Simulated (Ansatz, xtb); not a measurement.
# Relative energy of two isomers of C3H4F4O

Structure a is `FCOCC(F)(F)F`, a singlet and structure b is `O[C@H](CF)C(F)(F)F`, a singlet. Both are isolated molecules in the gas phase, relaxed with PBE0-D3(BJ)/def2-SVP; each stands in its lowest conformer found.

Q: Estimate E(b) − E(a) at the level CCSD(T)/def2-SVP + ΔMP2/def2-TZVPP.

A: Calculated at CCSD(T)/def2-SVP + ΔMP2/def2-TZVPP: E(b) − E(a) = −0.174 eV, so structure b lies lower.

Level by level:

| level | geometry | E(b) − E(a) (eV) | departure from the last row (eV) | job, with rough time for the two |
| --- | --- | --- | --- | --- |
| GFN2-xTB | GFN2-xTB | +0.078 | +0.251 | optimisation, 0.18 s |
| HF/STO-3G | GFN2-xTB | +0.248 | +0.422 | single point, 0.36 s |
| r2SCAN-D4/def2-SVP | GFN2-xTB | −0.135 | +0.038 | single point, 3.5 s |
| PBE0-D3(BJ)/def2-SVP | PBE0-D3(BJ)/def2-SVP | −0.136 | +0.038 | optimisation, 31 s |
| HF/def2-SVP | PBE0-D3(BJ)/def2-SVP | −0.033 | +0.141 | part of the CCSD(T) run |
| MP2/def2-SVP | PBE0-D3(BJ)/def2-SVP | −0.178 | −0.004 | part of the CCSD(T) run |
| CCSD(T)/def2-SVP | PBE0-D3(BJ)/def2-SVP | −0.147 | +0.026 | single point |
| CCSD(T)/def2-SVP + ΔMP2/def2-TZVPP | PBE0-D3(BJ)/def2-SVP | −0.174 |  | single point, 79 s |

As drawn, b has 1 C–C, 1 O–H in place of 1 C–O, 1 C–H.

GFN2-xTB, HF/STO-3G put the two in the other order. The largest departure from CCSD(T)/def2-SVP + ΔMP2/def2-TZVPP is that of HF/STO-3G, 0.422 eV. The last row adds to CCSD(T) the change of the MP2 difference between the two basis sets, here −0.026 eV.

With thermal terms from frequencies at re-optimised GFN2-xTB minima (ideal gas, soft modes damped towards free rotors, one conformer each, 298.15 K, 1 atm): on the last row, ΔE + ΔZPE = −0.179, ΔH = −0.176, ΔG = −0.169 eV.

The correlated steps freeze 8 core orbitals. Mirror images aren't counted in ΔG. Programs: Ansatz 0.2.0, xtb 6.7.1; the last row on 4 threads of Arm Neoverse V1 on a shared host.
